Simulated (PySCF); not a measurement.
Atomic charges by several schemes

C7H13N3.
Structure used (GFN2-xTB), in Å, numbered top down from 1:
```xyz
23
C7H13N3 angstrom
C     -2.7877    1.5104   -0.4063
C     -1.5284    0.7435   -0.2382
N     -0.3239    1.3044   -0.2287
N      0.5140    0.3097   -0.0595
C      1.9397    0.5012    0.0080
C      2.4504    0.0312    1.3673
C      2.6078   -0.2615   -1.1327
N     -0.0484   -0.8709    0.0441
C     -1.3520   -0.6429   -0.0647
C     -2.3757   -1.7157   -0.0025
H     -2.5582    2.5662   -0.5178
H     -3.3263    1.1644   -1.2882
H     -3.4335    1.3719    0.4605
H      2.0946    1.5785   -0.1087
H      1.9687    0.5875    2.1679
H      3.5245    0.1789    1.4360
H      2.2273   -1.0252    1.4927
H      2.3864   -1.3215   -1.0391
H      2.2378    0.0888   -2.0932
H      3.6842   -0.1190   -1.0996
H     -3.0634   -1.5368    0.8238
H     -1.8876   -2.6757    0.1394
H     -2.9551   -1.7403   -0.9250
```

Density: PBE0/pcSseg-1 (PySCF); schemes: Mulliken, IAO, Hirshfeld and ESP-fitted. One conformer (not necessarily the lowest) at the GFN2-xTB geometry, without solvent, vibrations or thermal averaging.

**Question.** Atoms with like bonding are taken together and averaged. Which atoms carry the highest charge in the Mulliken, IAO, Hirshfeld and ESP-fitted schemes?

**Answer.** The schemes don't all agree: Mulliken H11 (×6) (+0.130); IAO H14 (+0.162); Hirshfeld N4 (+0.095); ESP-fitted N4 (+0.501).

**Question.** Which atoms carry the lowest charge in the Mulliken, IAO, Hirshfeld and ESP-fitted schemes?

**Answer.** The schemes don't all agree: Mulliken N4 (-0.239); IAO C1/C10 (-0.435); Hirshfeld N3/N8 (-0.135); ESP-fitted N3/N8 (-0.606).

**Question.** Tabulate the Mulliken, IAO, Hirshfeld and ESP-fitted charges.

**Answer.** In e; atoms taken as equivalent share a row and are averaged (×n: the atom named and its like, n in all):

```
    atom                   environment  Mulliken     IAO  Hirshfeld  ESP-fitted
  C1/C10          benzylic-type carbon    -0.135  -0.435     -0.118      -0.502
   C2/C9   substituted aromatic carbon    -0.078  +0.050     +0.015      +0.331
   N3/N8        pyridine-type nitrogen    -0.235  -0.259     -0.135      -0.606
      N4         pyrrole-type nitrogen    -0.239  +0.146     +0.095      +0.501
      C5  sp3 carbon bound to nitrogen    -0.063  +0.004     +0.033      +0.358
   C6/C7                 methyl carbon    -0.212  -0.426     -0.123      -0.467
H11 (×6)               methyl hydrogen    +0.130  +0.157     +0.048      +0.147
     H14              methine hydrogen    +0.123  +0.162     +0.050      +0.014
H15 (×6)               methyl hydrogen    +0.120  +0.148     +0.042      +0.122
```

Mean size of the charges over all atoms: ESP-fitted 0.274 e, IAO 0.195 e, Mulliken 0.141 e, Hirshfeld 0.065 e. Each set sums to the total charge, 0, to within 0.001 e. The ESP scheme fits charges at the nuclei, held to the total charge, to the electrostatic potential on points at 1.4 to 2.0 times the van der Waals radii. The Hirshfeld scheme weights the molecular density at each point by an atom's share of the summed free-atom densities.

Some averages cover members that differ in this geometry: C2/C9, ESP-fitted +0.251 to +0.411; N3/N8, ESP-fitted -0.662 to -0.549; H11 (×6), ESP-fitted +0.130 to +0.182; C1/C10, ESP-fitted -0.518 to -0.486 e.

**Question.** How closely do the schemes follow one another over all atoms?

**Answer.** Correlation coefficient and root-mean-square difference: IAO with Hirshfeld 0.96, 0.158 e; Hirshfeld with ESP-fitted 0.94, 0.261 e; IAO with ESP-fitted 0.86, 0.176 e; Mulliken with IAO 0.79, 0.143 e; Mulliken with Hirshfeld 0.75, 0.106 e; Mulliken with ESP-fitted 0.55, 0.278 e.

**Question.** Sum the charges by element.

**Answer.** 
```
element  atoms  Mulliken     IAO  Hirshfeld  ESP-fitted
      C      7    -0.912  -1.620     -0.417      -0.918
      N      3    -0.709  -0.372     -0.176      -0.710
      H     13    +1.621  +1.991     +0.593      +1.628
```

**Question.** How many electrons does the ESP-fitted scheme count on C2?

**Answer.** Its own charge is +0.411 e, so Z − q = 5.589.

These values come from a run that also computed NMR shieldings. Rough CPU time on one thread of a shared machine: about 3 min (grids of density and orbitals included).
